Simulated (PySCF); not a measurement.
**Which determinant of RbO lies lowest?**

Unrestricted PBE0; PySCF, spin-free X2C with a Gaussian nucleus, basis sets Rb x2c-TZVPall, O x2c-TZVPall. Outer shells of the fragments: Rb 5s1; O 2s2 2p4.

Followed along the bond (rough minima from three points):

```json
{"2Ms+1": "2", "unpaired": "σ ↑", "⟨S²⟩ at the start": "0.76", "R at minimum (Å)": "2.24", "Te (eV)": "0.00"}
{"2Ms+1": "2", "unpaired": "π ↑", "⟨S²⟩ at the start": "0.76", "R at minimum (Å)": "2.41", "Te (eV)": "0.07"}
{"2Ms+1": "4", "unpaired": "σ ↑, π ↑↑", "⟨S²⟩ at the start": "3.75", "R at minimum (Å)": "none in the scan", "Te (eV)": "≤ 2.84"}
```

Solutions found at the starting distance of 2.660 Å, counted from the lowest of them; the search is not exhaustive and high or unbound solutions are not listed, so other states can lie among these:

```json
{"2Ms+1": "2", "unpaired": "π ↑", "term": "²Π", "E (eV)": "0.00", "⟨S²⟩": "0.76", "⟨Lz²⟩": "1.01", "μ (D)": "-9.86"}
{"2Ms+1": "2", "unpaired": "σ ↑", "term": "²Σ⁺", "E (eV)": "0.19", "⟨S²⟩": "0.76", "⟨Lz²⟩": "0.00", "μ (D)": "-10.39"}
{"2Ms+1": "4", "unpaired": "σ ↑, π ↑↑", "term": "⁴Σ⁻", "E (eV)": "2.75", "⟨S²⟩": "3.75", "⟨Lz²⟩": "0.00", "μ (D)": "1.33"}
{"2Ms+1": "2", "unpaired": "σ ↓, π ↑↑", "term": "mixed", "E (eV)": "2.78", "⟨S²⟩": "1.75", "⟨Lz²⟩": "0.00", "μ (D)": "1.72"}
{"2Ms+1": "4", "unpaired": "σ ↑↑, π ↑", "term": "⁴Π", "E (eV)": "2.82", "⟨S²⟩": "3.75", "⟨Lz²⟩": "1.01", "μ (D)": "1.63"}
{"2Ms+1": "2", "unpaired": "σ ↑, π ↑↓", "term": "mixed", "E (eV)": "3.51", "⟨S²⟩": "1.75", "⟨Lz²⟩": "2.01", "μ (D)": "1.51"}
{"2Ms+1": "4", "unpaired": "π ↑↑↑", "term": "⁴Π", "E (eV)": "3.96", "⟨S²⟩": "3.75", "⟨Lz²⟩": "1.00", "μ (D)": "0.37"}
{"2Ms+1": "4", "unpaired": "σ ↑, π ↑↑", "term": "mixed", "E (eV)": "4.06", "⟨S²⟩": "3.75", "⟨Lz²⟩": "2.01", "μ (D)": "0.75"}
{"2Ms+1": "4", "unpaired": "σ ↑, π ↑↑", "term": "mixed", "E (eV)": "4.10", "⟨S²⟩": "3.75", "⟨Lz²⟩": "2.01", "μ (D)": "1.49"}
{"2Ms+1": "4", "unpaired": "π ↑↑, δ ↑", "term": "⁴Δ", "E (eV)": "4.66", "⟨S²⟩": "3.75", "⟨Lz²⟩": "4.00", "μ (D)": "0.47"}
```

A term symbol is given only where ⟨S²⟩ and ⟨Lz²⟩ are close to those of a pure state; real π, δ and φ orbitals otherwise mix terms. A positive dipole means Rb(−)O(+).

Problem. Compare the gap between the two lowest followed solutions at the starting distance with the gap between their minima.

Solution. At PBE0 the second solution (doublet, unpaired electrons π ↑) lies -0.19 eV from the first (doublet, unpaired electrons σ ↑) at 2.660 Å and +0.07 eV at the minima; the two curves relax by different amounts, since their minima lie near 2.41 and 2.24 Å.

Spin–orbit coupling is left out. Counting both spins, an empty level lies below a filled one in some of these solutions, because spin and occupation are held.
